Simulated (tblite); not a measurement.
C5H14FNSi2.
Numbering: `[CH3:1][C@@H:2]([F:3])[C@@H:4]1[CH2:5][CH2:6][Si@@H:7]1[NH:8][SiH3:9]` (hydrogens: H10, H11, H12 on C1; H13 on C2; H14 on C4; H15, H16 on C5; H17, H18 on C6; H19 on Si7; H20 on N8; H21, H22, H23 on Si9)

Structure optimised with GFN2-xTB, isolated species.

**Question.** List the bond lengths, angles and torsions at this level.

**Answer.** 
```tsv
bond	length (Å)
C1–C2	1.520
C2–F3	1.396
C2–C4	1.514
C4–C5	1.545
C5–C6	1.543
C6–Si7	1.911
Si7–N8	1.728
N8–Si9	1.738
C4–Si7	1.916
C1–H10, C1–H11, C1–H12	1.087
C2–H13	1.099
C4–H14	1.090
C5–H15	1.088
C5–H16	1.089
C6–H17	1.089
C6–H18	1.087
Si7–H19	1.461
N8–H20	1.008
Si9–H21, Si9–H22, Si9–H23	1.463
```

Bonds in one row agree within 0.01 Å and their mean is given. A selection of angles:
```tsv
angle	degrees
C2–C1–H10	109.6
H10–C1–H11	108.5
C1–C2–F3	108.0
C1–C2–C4	112.7
C1–C2–H13	110.9
F3–C2–C4	109.4
F3–C2–H13	104.5
C4–C2–H13	111.0
C2–C4–C5	114.0
C2–C4–Si7	116.9
C2–C4–H14	107.6
C5–C4–Si7	90.6
C5–C4–H14	111.6
Si7–C4–H14	115.5
C4–C5–C6	100.9
C4–C5–H15	111.1
C4–C5–H16	112.3
C6–C5–H15	111.4
C6–C5–H16	113.3
H15–C5–H16	107.8
C5–C6–Si7	90.9
C5–C6–H17	112.3
C5–C6–H18	113.1
Si7–C6–H17	115.2
Si7–C6–H18	117.8
H17–C6–H18	107.0
C6–Si7–N8	120.2
C6–Si7–H19	117.9
N8–Si7–H19	107.1
C4–Si7–C6	77.0
C4–Si7–N8	116.7
C4–Si7–H19	115.9
Si7–N8–Si9	127.7
Si7–N8–H20	115.0
Si9–N8–H20	114.3
N8–Si9–H21	111.5
N8–Si9–H22	106.2
H21–Si9–H22	110.4
H21–Si9–H23	110.7
H22–Si9–H23	112.7
```

Torsions: C1–C2–C4–C5 176° (antiperiplanar); C2–C4–C5–C6 -113° (anticlinal); C4–C5–C6–Si7 -7° (synperiplanar); C5–C6–Si7–N8 119° (anticlinal); C6–Si7–N8–Si9 100° (anticlinal); C2–C4–Si7–C6 112° (anticlinal).

Si9 (SiH3 silicon) is distorted tetrahedral (angles from 105.2° to 112.7°). N8 (nitrogen bridging silicon atoms) is almost planar (angles 127.7°, 115.0° and 114.3°, sum 357.0°, 0.14 Å off the plane of its three neighbours). Of the pairs four or more bonds apart, Si7···H12 is among the closest relative to their van der Waals radii: 3.11 Å, 94 % of the sum of Bondi's values. The 4-membered ring C4–C5–C6–Si7 has internal angles of 77.0° to 100.9°; it is slightly puckered (a soft mode that the optimisation may not have finished), 0.05 Å rms from its mean plane, widest ring torsion 7°. The 4 C–C bonds span 1.514 Å (C2–C4, drawn single) to 1.545 Å (C4–C5, drawn single), a spread of 0.031 Å. Si7 (SiH silicon) has angles from 77.0° to 120.2°.

Point group: C1 (no symmetry element, even within 0.4 Å). Its GFN2-xTB frequencies are all real (lowest 24 cm⁻¹). One conformer, not necessarily the lowest. 3 starts were optimised and ended at 0.00, 0.02 and 0.53 kcal/mol (GFN2-xTB); the lowest of these is shown.

On Arm Neoverse N1, one thread, shared host, this took 2.4 s. These figures are those of the optimisation.

The numbers are calculated, not measured.
